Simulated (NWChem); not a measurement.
Species: dimethyl selenide (C₂H₆Se); SMILES [Se](C)C

```xyz
9

C      1.4782     0.0000     0.8235
Se     0.0000     0.0000    -0.4831
C     -1.4782     0.0000     0.8235
H      1.4366    -0.8969     1.4455
H      2.4074     0.0000     0.2494
H      1.4366     0.8969     1.4455
H     -1.4366    -0.8969     1.4455
H     -2.4074     0.0000     0.2494
H     -1.4366     0.8969     1.4455
```
Atoms are numbered in this order, from 1.

All runs: NWChem. Pople sets run with spherical d functions. The geometry was optimised at B3LYP/6-31G* (spherical d). Isolated, static molecule. Spin-orbit effects are missing.

GIAO at Hartree-Fock/6-31G*: principal shieldings of C1 are 172.2, 187.1, 201.0 ppm; an isolated tetramethylsilane molecule has σ = 200.3 ppm at the same levels.

Task: Find the isotropic 13C shift, its principal values, the span and the skew.

Result: 
1. σ(iso) = one third of the sum = 186.8 ppm.
2. δ = σ(reference) − σ = 13.5 ppm against tetramethylsilane.
3. δ11, δ22, δ33 = 28.1, 13.2, -0.7 ppm.
4. Span Ω = δ11 − δ33 = 28.8 ppm; skew κ = 3(δ22 − δ(iso))/Ω = -0.03.
